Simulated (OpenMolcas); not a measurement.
Br3+: effect of the active space

| Item | Value |
| --- | --- |
| Program | OpenMolcas |
| Method | MS-CASPT2 or its RAS form, IPEA 0.25 Eh, imaginary shift 0.1 Eh |
| Basis | ANO-RCC-VTZP |
| Scalar Hamiltonian | DKH2, point nucleus |
| Spin-orbit coupling | RASSI with atomic mean-field integrals over the reference wave functions, term energies averaged over their components |

A. 4 electrons in 4 orbitals (4s 4p); 2S+1 = 3 even, 6 roots; 2S+1 = 1 even, 12 roots; 2S+1 = 5 odd, 1 root; 2S+1 = 3 odd, 9 roots; 2S+1 = 1 odd, 8 roots; closed shells correlated: 3d; CASPT2 step of the order of 2.1 core-seconds
B. 4 electrons in 9 orbitals (RAS2 4s 4p; RAS3 4d, at most 2 electrons); 2S+1 = 3 even, 6 roots; 2S+1 = 1 even, 12 roots; 2S+1 = 5 odd, 1 root; 2S+1 = 3 odd, 9 roots; 2S+1 = 1 odd, 8 roots; closed shells correlated: 3d; CASPT2 step of the order of 12 core-seconds

Energies in cm⁻¹ above 4s² 4p² ³P₀.

```
      Level       A       B
4s² 4p² ³P₀     0.0     0.0
4s² 4p² ³P₁    2370    2340
4s² 4p² ³P₂    5170    5160
4s² 4p² ¹D₂   15920   16310
4s² 4p² ¹S₀   32700   34060
4s 4p³ ⁵S°₂   76880   78380
4s 4p³ ³D°₂  107540  108920
4s 4p³ ³D°₁  107590  108870
4s 4p³ ³D°₃  107980  109530
4s 4p³ ³P°₀  126610  125730
4s 4p³ ³P°₁  126770  125860
4s 4p³ ³P°₂  127080  125930
4s 4p³ ¹D°₂  153350  137370
```

Between A and B the level of the table that moves most is 4s 4p³ ¹D°₂, by 16000 cm-1 (lowest in B, highest in A). Moves below CASPT2's spread within the term are not significant.

Term energies are means over components that CASPT2 splits; among the terms shown or strongly mixed into the levels shown the widest spread is 1600 cm-1 (4s 4p³ ¹D°, A). Over all roots computed the reference weight is 0.87 to 0.99 in A; the roots of lowest weight are the least certain, and an intruder state may touch them. Terms of s pⁿ other than that of highest spin mix with s² pⁿ⁻² d, which this space lacks; all of them can be thousands of cm-1 off, and some have no real level of that name (holds for A). Configurations are named by rounded mean occupations; where the s occupation lies near a half they are strongly mixed, a name can repeat and a true partner stay unpaired (holds for B). Some terms take much of their weight from 4d, a shell meant for correlation, so their names are nominal (holds for B). Some terms mix strongly with configurations of 4d, whose occupation reaches 0.54 (4s 4p³ ¹D°) (holds for B). Only configurations of the active space appear. The table leaves out levels that lie high or whose names do not pair safely across all columns.

° marks odd parity.
